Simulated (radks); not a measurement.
Mn3+, 22 electrons, occupied as [Ar] 3d4.

All-electron calculation, Dirac Kohn-Sham, BLYP, spin-unpolarised, spherical densities, point nucleus; open shells fill j = l - 1/2 first. Program: a radial shooting solver on a logarithmic mesh with Libxc functionals.

Energy parts (eV):
part                      energy
total                 -31471.479
kinetic                31878.945
electron-nucleus      -74385.357
Hartree                12431.390
exchange-correlation   -1396.458

Orbitals (lengths in bohr, moments of r in powers of bohr; r(90%) holds 90 % of the orbital's charge):
orbital	occ.	eigenvalue (eV)	<1/r>	r(90%)	small-component weight
1s1/2	2	-6467.307	24.93	0.109	8.07e-03
2s1/2	2	-780.8627	5.322	0.433	1.46e-03
2p1/2	2	-674.2854	5.266	0.402	1.45e-03
2p3/2	4	-663.8452	5.180	0.407	1.43e-03
3s1/2	2	-121.5400	1.679	1.26	3.21e-04
3p1/2	2	-90.9729	1.559	1.36	2.85e-04
3p3/2	4	-89.6590	1.540	1.37	2.81e-04
3d3/2	4	-41.2260	1.239	1.76	1.92e-04
3d5/2	0	-41.0847	1.235	1.76	1.91e-04

The highest occupied level is 3d3/2 at -41.226 eV. For comparison, the ionisation energy in NIST's Atomic Spectra Database is 51.2 eV (semi-empirical). In exact Kohn-Sham theory the highest level is minus the ionisation energy, but local and semilocal functionals leave it too shallow, through self-interaction and a potential that decays too fast; potentials with the right tail come closer.

Beside tabulated values, note that spin-unpolarised runs miss the spin-polarisation part of the exchange energy of open shells.
